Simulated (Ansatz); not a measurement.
Relaxation of GeH7Si (9 atoms, charge 0, multiplicity 2), to a largest force component of 0.03 eV/Å in at most 50 steps.

Level of theory: UKS B3LYP-D4/def2-SVP (Ansatz 0.2.0).

```xyz
9
Properties=species:S:1:pos:R:3
Ge 0.000 0.000 -0.249
H 0.000 0.000 1.303
H 1.453 0.000 -0.764
H -0.726 1.257 -0.764
H -0.726 -1.258 -0.764
Si 0.000 0.000 3.966
H -0.771 -1.201 4.409
H 1.426 -0.067 4.408
H -0.655 1.268 4.408
```

Problem. Where does it end, and by what steps?

Solution. It converged. The force dipped under the threshold on the way, but the program's further checks kept it going. After 3 steps the energy has fallen by 0.019 eV; H7 moved furthest, 0.27 Å.

```json
{"step": "0", "energy less start (eV)": "0.0000", "largest force component (eV/Å)": "0.051", "accepted": "yes"}
{"step": "1", "energy less start (eV)": "-0.0172", "largest force component (eV/Å)": "0.136", "accepted": "yes"}
{"step": "2", "energy less start (eV)": "-0.0189", "largest force component (eV/Å)": "0.012", "accepted": "yes"}
{"step": "3", "energy less start (eV)": "-0.0189", "largest force component (eV/Å)": "0.012", "accepted": "yes"}
```

```xyz
9
Properties=species:S:1:pos:R:3
Ge 0.003 0.000 -0.447
H 0.002 0.001 1.097
H 1.455 0.000 -0.961
H -0.723 1.257 -0.963
H -0.723 -1.257 -0.961
Si -0.011 0.000 4.204
H -0.769 -1.195 4.679
H 1.419 -0.067 4.630
H -0.653 1.262 4.675
```

Time of the run: 12 s on 2 threads of AMD EPYC 7R43 64-Core Processor (Zen 3), on a shared host, peak memory 0.25 GiB.
